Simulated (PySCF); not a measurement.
C5H5F2NO2.
Bonds: C1–C2, C2–O3 (double), C2–C4, C4–O5, O5–C6, C6–F7, C6–F8, C6–C9, C9–N10 (triple). Hydrogens: H11, H12, H13 on C1; H14, H15 on C4.

Computed with PySCF at B3LYP/def2-SVPD, non-relativistic, on one gas-phase PBE0-D3(BJ)/def2-SVP geometry that isn't relaxed in the solvent. The solvent is an IEF-PCM continuum (cavity from Bondi-type radii × 1.2). Specific hydrogen bonds and non-electrostatic terms are outside this model.

Gas phase at B3LYP/def2-SVPD: HOMO -7.79 eV, LUMO -1.44 eV, dipole 6.07 D.

Problem. What does the continuum do to the energy, the frontier levels and the dipole at B3LYP/def2-SVPD in chloroform?

Solution. 
| solvent | ε | E(solvent) − E(gas) (kcal/mol) | polarisation term (kcal/mol) | distortion of the solute (kcal/mol) | HOMO (eV) | LUMO (eV) | dipole (D) |
| --- | --- | --- | --- | --- | --- | --- | --- |
| chloroform | 4.711 | -7.05 | -8.23 | 1.18 | -7.61 | -1.14 | 7.31 |

The polarisation term is half the interaction of the solute with the surface charges that it induces; the rest is the cost of distorting the solute's density. The sum is the electrostatic part of solvation alone.

Problem. Which radius a makes the point-dipole formula ΔE = −[(ε − 1)/(2ε + 1)]·μ²/a³ give the value in chloroform, with the gas-phase dipole?

Solution. μ = 2.389 au and |ΔE| = 0.01123 Eh give a = 2.99 Å; the farthest nucleus lies 4.36 Å from the centroid of the nuclei, so such a sphere wouldn't even hold the nuclei. The formula assumes a rigid point dipole at the centre of a sphere.

Problem. How does the static polarisability (B3LYP/def2-SVPD, frozen core, with the continuum's full static response) change?

Solution. 
| medium | isotropic (au) | principal values (au) | ⟨r²⟩ of the electrons (bohr²) |
| --- | --- | --- | --- |
| gas | 72.7 | 57.6, 67.3, 93.3 | 1559.3 |
| chloroform | 86.3 | 69.5, 81.6, 107.9 | 1559.8 |

The isotropic value in chloroform is 1.19 times the gas-phase one; no cavity-field correction is applied. ⟨r²⟩ is taken about the centre of nuclear charge.

Conformer computed: `[CH3:1][C:2](=[O:3])[CH2:4][O:5][C:6]([F:7])([F:8])[C:9]#[N:10]`: C1–C2–C4–O5 -178°, C2–C4–O5–C6 94°, C4–O5–C6–F7 -51°.
